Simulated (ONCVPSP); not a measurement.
Scattering properties, ONCV potential for silver

silver (Ag), optimised norm-conserving Vanderbilt (ONCV), made with ONCVPSP 4.0.1 (BLYP, fully relativistic). Core [Kr], reference 4d10 5s0.5 5p0.5. Waves: 5s: rc 2.05 bohr, ncon 4, nbas 8, qcut 3.1 1/bohr, 2 projectors, debl 0.25 Ha; 5p: rc 4.00 bohr, ncon 5, nbas 8, qcut 2.3 1/bohr, 1 projector; 4d: rc 1.20 bohr, ncon 4, nbas 8, qcut 8.8 1/bohr, local. Local part: the d channel. Core correction: polynomial model core, fcfact 0.25.

Open shells are filled in proportion to 2j + 1.

The phase is arctan(r·R′/R) of the radial function R(r), unwrapped; energies in Ha, scanned from -2 to 5 Ha. A pole is an energy at which the radial function vanishes at the test radius. The pseudo phase is shifted by a multiple of π to meet the all-electron one at the reference energy, and phase errors are pseudo minus all-electron; the curves can meet again beyond the range given. Levels narrower than the energy grid can be missing from the lists of poles.

```json
{"channel": "s", "radius (bohr)": "2.08", "reference energy (Ha)": "-0.19", "poles, all-electron": "2.36", "poles, pseudo": "2.38", "unbroken range about the reference energy with phases within 0.05 rad": "below 4.5", "phase error 1 Ha above the reference energy (rad)": "+0.000"}
{"channel": "p3/2", "radius (bohr)": "4.05", "reference energy (Ha)": "-0.05", "poles, all-electron": "0.27, 1.82, 4.21", "poles, pseudo": "-1.47, 0.27, 1.58, 3.50", "unbroken range about the reference energy with phases within 0.05 rad": "-1.5 to 0.6", "phase error 1 Ha above the reference energy (rad)": "-0.232"}
{"channel": "p1/2", "radius (bohr)": "4.05", "reference energy (Ha)": "-0.05", "poles, all-electron": "0.24, 1.76, 4.13", "poles, pseudo": "-1.31, 0.24, 1.57, 3.50", "unbroken range about the reference energy with phases within 0.05 rad": "-1.3 to 0.6", "phase error 1 Ha above the reference energy (rad)": "-0.141"}
{"channel": "d5/2", "radius (bohr)": "1.22", "reference energy (Ha)": "-0.30", "poles, all-electron": "3.12", "poles, pseudo": "3.07", "unbroken range about the reference energy with phases within 0.05 rad": "the whole range", "phase error 1 Ha above the reference energy (rad)": "-0.005"}
{"channel": "d3/2", "radius (bohr)": "1.22", "reference energy (Ha)": "-0.32", "poles, all-electron": "3.03", "poles, pseudo": "3.07", "unbroken range about the reference energy with phases within 0.05 rad": "the whole range", "phase error 1 Ha above the reference energy (rad)": "+0.007"}
```

Note: ghosts flagged at negative energy: s at -79.7 eV, p3/2 at -40.3 eV, p1/2 at -35.5 eV; no localised positive-energy state flagged. A true bound ghost makes a file unfit for plane-wave use. The potential misses its own reference levels by up to 0.3 eV.

Phases in the s channel:

| E (Ha) | all-electron | pseudo |
| --- | --- | --- |
| -1.98 | 1.206 | 1.211 |
| -1.62 | 1.133 | 1.135 |
| -1.26 | 1.018 | 1.019 |
| -0.90 | 0.810 | 0.811 |
| -0.54 | 0.384 | 0.384 |
| -0.18 | -0.342 | -0.342 |
| 0.18 | -0.908 | -0.908 |
| 0.54 | -1.186 | -1.186 |
| 0.90 | -1.332 | -1.332 |
| 1.26 | -1.421 | -1.421 |
| 1.62 | -1.482 | -1.482 |
| 1.98 | -1.530 | -1.528 |
| 2.34 | -1.569 | -1.566 |
| 2.70 | -1.604 | -1.601 |
| 3.06 | -1.639 | -1.633 |
| 3.42 | -1.677 | -1.668 |
| 3.78 | -1.721 | -1.707 |
| 4.14 | -1.780 | -1.756 |
| 4.50 | -1.870 | -1.824 |
| 4.86 | -2.035 | -1.933 |
